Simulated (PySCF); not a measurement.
# Frontier orbitals and the lowest excitations

Compound: C3H7F3N (charge +1).
Atom-mapped SMILES: `[CH3:1][C@H:2]([NH3+:3])[C:4]([F:5])([F:6])[F:7]` (hydrogens: H8, H9, H10 on C1; H11 on C2; H12, H13, H14 on N3)

Geometry (GFN2-xTB, Å), atoms numbered from 1 in this order:
```
atom  x, y, z in Å
C1    -1.323   -0.391    0.511
C2     0.069    0.204    0.393
N3     0.117    1.225   -0.704
C4     1.109   -0.885    0.031
F5     0.791   -1.435   -1.146
F6     2.312   -0.316   -0.120
F7     1.184   -1.824    0.947
H8    -1.625   -0.876   -0.416
H9    -2.051    0.372    0.773
H10   -1.336   -1.143    1.297
H11    0.387    0.671    1.332
H12    1.066    1.619   -0.812
H13   -0.155    0.786   -1.600
H14   -0.543    1.992   -0.510
```

Theory: TDDFT PBE0/def2-SVPD, vertical, gas phase, core orbitals frozen in the response in PySCF.

Frontier orbitals with the atoms that hold most of them (Löwdin shares over 4%, at most four atoms; ? is withheld):

```json
{"orbital": "HOMO-3", "ε (eV)": "-16.65", "atoms": "F5 29%, F6 24%, F7 23%, C1 11%"}
{"orbital": "HOMO-2", "ε (eV)": "-16.52", "atoms": "C1 27%, F6 17%, C2 15%, F7 10%"}
{"orbital": "HOMO-1", "ε (eV)": "-16.08", "atoms": "?"}
{"orbital": "HOMO", "ε (eV)": "-15.47", "atoms": "?"}
{"orbital": "LUMO", "ε (eV)": "-5.09", "atoms": "H14 21%, N3 19%, H12 14%, H13 14%"}
{"orbital": "LUMO+1", "ε (eV)": "-3.60", "atoms": "H14 21%, N3 18%, H13 15%, H11 10%"}
{"orbital": "LUMO+2", "ε (eV)": "-3.44", "atoms": "H12 24%, N3 20%, H13 18%, F6 8%"}
```

Q: Which atoms hold the HOMO, and with what shares?

A: C2 (bonded to 2 C, N and H) 19%; C1 (bonded to C and 3 H) 18%; F6 (bonded to C) 13%; C4 (bonded to C and 3 F) 12%. By element: carbon 48%, fluorine 13% or more.

Q: Which atoms hold the HOMO-1, and with what shares?

A: C1 (bonded to C and 3 H) 39%; H8 (bonded to C) 17%; C2 (bonded to 2 C, N and H) 12%; H10 (bonded to C) 12%. By element: carbon 52% or more, hydrogen 29% or more.

Q: The HOMO–LUMO gap is 10.38 eV. Where does the response calculation put the lowest singlet, and from which orbitals?

A: S1 is at 9.19 eV (f = 0.0016), 1.19 eV below the gap, made of HOMO→LUMO (99%). Without the coupling terms of the response equations the lowest excitation would equal the gap.

Q: Give energy, strength and leading configuration of S1, S2, S3 and S5, and follow the Löwdin shares of the leading atoms from the occupied to the empty orbital.

A: 
- S1 (9.19 eV, f 0.0016), HOMO→LUMO (99%): C2 19% → at most 15%, C1 18% → at most 15%, H14 at most 12% → 21%, N3 at most 12% → 19%
- S2 (9.86 eV, f 0.026), HOMO-1→LUMO (94%): C1 39% → at most 15%, H8 17% → at most 15%, H14 at most 13% → 21%, N3 at most 13% → 19%
- S3 (10.24 eV, f 0.020), HOMO-2→LUMO (89%): C1 27% → at most 15%, F6 17% → at most 15%, H14 at most 10% → 21%, N3 at most 10% → 19%
- S5 (10.62 eV, f 0.035), HOMO→LUMO+1 (75%): C2 19% → at most 10%, C1 18% → at most 10%, H14 at most 12% → 21%, N3 at most 12% → 18%
